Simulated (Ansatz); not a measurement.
`[SbH2][I]` + `NC=O` → `O=C[NH][SbH2]` + HI at 700 K and 1 bar (ligand exchange at the Sb–I bond).

Calculated with Ansatz (gas phase, PBE0-D4/def2-TZVP geometries, no zero-point term in ΔE). CBS: MP2 limit from def2 TZ/QZ plus the TZ coupled-cluster correction, frozen cores. This one scheme is used for every species. def2 core potentials past Kr. For I, Sb outer-core shells are correlated without core-valence functions, which leaves a few kJ/mol of doubt a bond. Each species was taken in one conformer, which may not be the lowest.

| species | CCSD(T)/CBS energy (Eh) | H − E (kJ/mol) | S (J/(mol·K)) |
| --- | --- | --- | --- |
| `[SbH2][I]` | -538.67582 | 73.7 | 349.8 |
| `NC=O` | -169.73435 | 160.3 | 314.7 |
| `O=C[NH][SbH2]` | -410.33905 | 190.9 | 415.8 |
| HI | -298.03592 | 34.6 | 231.7 |

H − E and S are ideal-gas, rigid-rotor, harmonic terms from PBE0-D4/def2-TZVP, for one conformer and one mirror image of each species. 1 Eh = 2625.50 kJ/mol, R = 8.31446 J/(mol·K).

**Question.** By hand: ΔE, ΔH, ΔS and ΔG.

**Answer.** ΔE = (-410.33905) + (-298.03592) − (-538.67582) − (-169.73435) = 0.03520 Eh = 92.4 kJ/mol. Δ(H − E) = 190.9 + 34.6 − 73.7 − 160.3 = -8.5, so ΔH = 83.9 kJ/mol. ΔS = 415.8 + 231.7 − 349.8 − 314.7 = -17.0 J/(mol·K). ΔG = 83.9 − 700 × (-17.0)/1000 = 95.8 kJ/mol.

**Question.** By hand: the equilibrium constant, and the temperature at which ΔG would vanish if ΔH and ΔS stayed fixed.

**Answer.** log₁₀ K = −ΔG/(RT ln 10) = -7.1. ΔH and −TΔS have one sign here, so there is no such temperature.

ΔH outweighs TΔS. A doubt of 5 kJ/mol in ΔE shifts log₁₀ K by 0.4 here. Other conformers and mirror images would add mixing entropy, several J/(mol·K) or more a flexible species. These are equilibria of isolated gas molecules and say nothing of rates. Largest T1 diagnostic: 0.017 (customary marks: 0.02 for closed shells, 0.045 for open ones).
